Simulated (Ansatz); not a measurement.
Computed with Ansatz on PBE0-D4/def2-TZVP structures; ΔE is electronic, products minus reactants. CBS: MP2 limit from def2 TZ/QZ plus the TZ coupled-cluster correction, frozen cores. Each species was taken in one conformer, which may not be the lowest.

`C=C[Si@@H](O)[Si@@H](O)F` + `O[SiH3]` → `C=C[SiH](O)[SiH2]O` + `O[SiH2]F`  (formal exchange of groups at the Si–Si bond)

```csv
species,MP2/CBS(def2) energy (Eh)
`C=C[Si@@H](O)[Si@@H](O)F`,-908.66981
`O[SiH3]`,-366.65375
`C=C[SiH](O)[SiH2]O`,-809.39810
`O[SiH2]F`,-465.92671
```

Task: Work out ΔE.

Result: ΔE = (-809.39810) + (-465.92671) − (-908.66981) − (-366.65375) = -0.00125 Eh = -3.3 kJ/mol. CCSD(T)/CBS gives -3.0 kJ/mol.

Largest T1 diagnostic among the species: 0.012.
